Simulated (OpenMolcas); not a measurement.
P+: effect of the basis set

```json
{"Program": "OpenMolcas 26.06", "Method": "SS-CASPT2, IPEA 0.25 Eh, imaginary shift 0.1 Eh (closed shells correlated: 2s 2p)", "Active space": "4 electrons in 4 orbitals (3s 3p)", "State averaging": "2S+1 = 3 even, 3 roots; 2S+1 = 1 even, 6 roots; 2S+1 = 5 odd, 1 root; 2S+1 = 3 odd, 9 roots; 2S+1 = 1 odd, 8 roots", "Spin-orbit coupling": "RASSI with atomic mean-field integrals over the reference wave functions, term energies averaged over their components"}
```

A. ANO-RCC-VDZP [4s3p1d], DKH2, point nucleus; CASPT2 step roughly 1.9 core-seconds
B. ANO-L-VTZP [5s4p2d1f], non-relativistic, point nucleus; CASPT2 step about 4 core-seconds
C. ANO-RCC-VTZP [5s4p2d1f], DKH2, point nucleus; CASPT2 step of the order of 2 core-seconds
D. ANO-R2 [5s4p3d1f], X2C, finite nucleus; CASPT2 step about 6 core-seconds
E. ANO-RCC-VQZP [6s5p3d2f1g], DKH2, point nucleus; CASPT2 step roughly 3 core-seconds
F. ANO-R3 [6s5p4d2f1g], X2C, finite nucleus; CASPT2 step about 7 core-seconds

Energies in cm⁻¹ above 3s² 3p² ³P₀, the measured ground level; measured values from NIST Handbook of Basic Atomic Spectroscopic Data.

```json
{"Level": "3s² 3p² ³P₀", "A": "0.0", "B": "0.0", "C": "0.0", "D": "0.0", "E": "0.0", "F": "0.0", "Measured": "0.0"}
{"Level": "3s² 3p² ³P₁", "A": "147", "B": "145", "C": "144", "D": "145", "E": "144", "F": "146", "Measured": "165"}
{"Level": "3s² 3p² ³P₂", "A": "421", "B": "414", "C": "413", "D": "416", "E": "411", "F": "416", "Measured": "469"}
{"Level": "3s² 3p² ¹D₂", "A": "9830", "B": "8590", "C": "8550", "D": "8600", "E": "8150", "F": "8270", "Measured": "8882"}
{"Level": "3s² 3p² ¹S₀", "A": "21190", "B": "20170", "C": "20120", "D": "20470", "E": "19630", "F": "20020", "Measured": "21576"}
{"Level": "3s 3p³ ⁵S°₂", "A": "39710", "B": "40720", "C": "41650", "D": "41880", "E": "42590", "F": "42910", "Measured": "45697"}
{"Level": "3s 3p³ ³D°₂", "A": "64540", "B": "62530", "C": "63280", "D": "63520", "E": "62950", "F": "63560", "Measured": "65272"}
{"Level": "3s 3p³ ³D°₁", "A": "64540", "B": "62530", "C": "63290", "D": "63520", "E": "62950", "F": "63560", "Measured": "65251"}
{"Level": "3s 3p³ ³D°₃", "A": "64550", "B": "62530", "C": "63290", "D": "63520", "E": "62950", "F": "63560", "Measured": "65307"}
{"Level": "3s 3p³ ³P°₀", "A": "79550", "B": "77940", "C": "78700", "D": "78710", "E": "78260", "F": "78540", "Measured": "76823"}
{"Level": "3s 3p³ ³P°₁", "A": "79550", "B": "77940", "C": "78700", "D": "78710", "E": "78260", "F": "78540", "Measured": "76812"}
{"Level": "3s 3p³ ³P°₂", "A": "79560", "B": "77950", "C": "78700", "D": "78710", "E": "78260", "F": "78540", "Measured": "76764"}
{"Level": "3s 3p³ ¹D°₂", "A": "102430", "B": "99210", "C": "99430", "D": "98980", "E": "98830", "F": "98620", "Measured": "112607"}
{"Level": "3s 3p³ ¹P°₁ [65 %]", "A": "115990", "B": "113070", "C": "113640", "D": "112560", "E": "112390", "F": "111940", "Measured": "118342"}
{"Level": "3s 3p³ ³S°₁ [65 %]", "A": "116460", "B": "114200", "C": "114770", "D": "113030", "E": "113870", "F": "112690", "Measured": "110255"}
```

Deviations, from unrounded energies. A percentage is the sum of absolute deviations over the sum of measured energies, with the sign that they share, or ± where signs differ.

| Against measurement | Levels | A | B | C | D | E | F |
| --- | --- | --- | --- | --- | --- | --- | --- |
| mean absolute deviation (cm-1) | 14 | 2600 | 2900 | 2900 | 2700 | 2900 | 2700 |
| fine structure of the ground term (%) | 2 | -10.5 | -11.9 | -12.0 | -11.5 | -12.5 | -11.4 |
| other terms of the ground configuration (%) | 2 | ±4.4 | -5.6 | -5.9 | -4.6 | -8.8 | -7.1 |
| other configurations (%) | 10 | ±4.3 | ±4.8 | ±4.7 | ±4.6 | ±4.7 | ±4.4 |

A, D, F lie about equally close to measurement and B furthest from it. The largest miss of A in the table is 3s 3p³ ¹D°₂, by -10000 cm-1. The ranking rests on the paired levels alone, and a cruder setting can come out closer through cancelling errors.

The two smallest mean deviations differ by little beside CASPT2's spread within terms, so their order carries little weight.

Among A to F the level of the table that moves most is 3s 3p³ ¹P°₁ [65 %], by 4000 cm-1 (lowest in F, highest in A). Moves below CASPT2's spread within the term are not significant.

CASPT2 breaks the degeneracy within a term, and the mean is taken; among the terms shown or strongly mixed into the levels shown the widest spread is 1800 cm-1 (3s 3p³ ¹D°, C). Over all roots computed the reference weight is 0.87 to 0.99 in A, 0.85 to 0.99 in B, 0.85 to 0.99 in C, 0.85 to 0.98 in D, 0.85 to 0.98 in E, 0.85 to 0.98 in F; the roots of lowest weight are the least certain, and an intruder state may touch them. Terms of s pⁿ other than that of highest spin mix with s² pⁿ⁻² d, which this space lacks; all of them can be thousands of cm-1 off, and some have no real level of that name. Some levels mix across a computed gap that differs much from the measured one, so their mixing is not that of the real levels (holds for A; D; F). Measured partners are found by configuration, term and J. A level has none where our copy of the source lacks it or the pairing is in doubt (some pairs that miss far off the trend of their configuration count as doubtful), and it then counts in no deviation. Only configurations of the active space appear.

A share in square brackets marks a mixed level and gives the weight of the term that names it, the lowest over the columns. ° marks odd parity.
